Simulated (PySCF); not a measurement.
**Static response to an electric field**

Compound: C4H5N3.
Cartesian coordinates in Å at the GFN2-xTB level; atoms count from 1:
```xyz
12
C4H5N3 angstrom
C     -2.019    0.491   -0.306
C     -1.111   -0.249    0.321
C      0.308   -0.140    0.106
C      1.100    0.658   -0.709
N      2.386    0.333   -0.505
N      2.458   -0.598    0.367
N      1.226   -0.907    0.756
H     -3.070    0.374   -0.113
H     -1.740    1.236   -1.031
H     -1.415   -0.993    1.047
H      0.818    1.419   -1.405
H      1.061   -1.624    1.446
```

Level: wB97X-D/def2-SVPD (PySCF), static field, nuclei fixed, core orbitals frozen in the response. The polarisability tensor in these axes (au):

```
x    96.45  -7.29   2.53
y    -7.29  56.27 -13.31
z     2.53 -13.31  53.91
```

Problem. Diagonalise the tensor; give its mean and Δα, where Δα² is half the sum of the squared differences of the eigenvalues.

Solution. Principal values 41.56, 66.78 and 98.30 au; mean 68.88 au = 10.21 Å³ = 11.36 × 10⁻⁴⁰ C²·m²/J; Δα = 49.24 au (71 % of the mean).

Problem. What is the dipole moment, and where does it point?

Solution. (-4.40, -0.97, 1.27) D, 4.68 D in size, pointing from the negative to the positive side. Measured along this direction, the outermost atoms are N5 at the negative end and H8 at the positive end.

Problem. What would n − 1 = 2πNα be for an ideal gas of these molecules at 350 K and 1 atm, electronic part alone?

Solution. N = p/kT = 2.0968 × 10¹⁹ cm⁻³, so n − 1 = 2π × N × 10.21 × 10⁻²⁴ cm³ = 1345 × 10⁻⁶ at long wavelengths.

Problem. What depolarisation ratio follows for Rayleigh scattering of linearly polarised light, taking the static tensor?

Solution. ρ = 3Δα²/(45ᾱ² + 4Δα²) = 7273.1/(213483 + 9697.5) = 0.0326.

Problem. Find the Langevin capture rate constant for NO+ (29.998 u) meeting this molecule (95.048 u), k = 2.342 × 10⁻⁹ cm³/s × √(α in Å³ / reduced mass in u).

Solution. The reduced mass is 22.80 u, so k = 1.57 × 10⁻⁹ cm³/s. The formula leaves out the permanent dipole, which adds to the capture rate.

Geometry: GFN2-xTB, one conformer, isolated molecule.
